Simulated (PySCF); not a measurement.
**A small calculation by hand: entropy of an ideal gas**

TaCl4, SMILES [Cl][Ta+]([Cl])([Cl])[Cl], charge +1, multiplicity 1.

Geometry optimised at PBE0-D3(BJ)/def2-SVP. The multiplicity is an assumed one; no other spin state was optimised. The isomer is the one that the SMILES or the coordinates give; other isomers of the formula were not compared. The def2 effective core potentials stand for the cores of Ta; spin–orbit coupling is left out.

PBE0-D3(BJ)/def2-SVP (PySCF) gives the harmonic wavenumbers 112, 112, 112, 121, 121, 442, 465, 465, 465 cm⁻¹ and the rotational temperatures 0.0521, 0.0521, 0.0521 K. The molar mass is 322.75 g/mol, the symmetry number 12, the spin multiplicity 1.

Work out the entropy at 298.15 K and 1 atm in the rigid-rotor, harmonic-oscillator model.


Translation (Sackur–Tetrode at 1 atm): S = R[1.5 ln M + 2.5 ln T − 1.16487] = 180.8 J/(mol K).
Rotation: q = (√π/σ) T^1.5/√(θA θB θC) = 63900, S = R[ln q + 3/2] = 104.5 J/(mol K).
Vibration: with u = 1.4388 ν/T, each mode gives R[u/(e^u − 1) − ln(1 − e^−u)]:
```json
[
 {"ν (cm⁻¹)": "112", "modes": "3", "u": "0.54", "S (J/(mol K))": "40.59"},
 {"ν (cm⁻¹)": "121", "modes": "2", "u": "0.58", "S (J/(mol K))": "25.81"},
 {"ν (cm⁻¹)": "442", "modes": "1", "u": "2.13", "S (J/(mol K))": "3.43"},
 {"ν (cm⁻¹)": "465", "modes": "3", "u": "2.24", "S (J/(mol K))": "9.44"}
]
```
These are all the modes. Sum 79.3 J/(mol K).
Spin: R ln 1 = 0.0 J/(mol K).
Total 364.5 J/(mol K); the program's own thermochemistry gives 364.6. Translation makes up 50 % and vibration 22 %. Anharmonicity, hindered rotation and orbital degeneracy are left out.
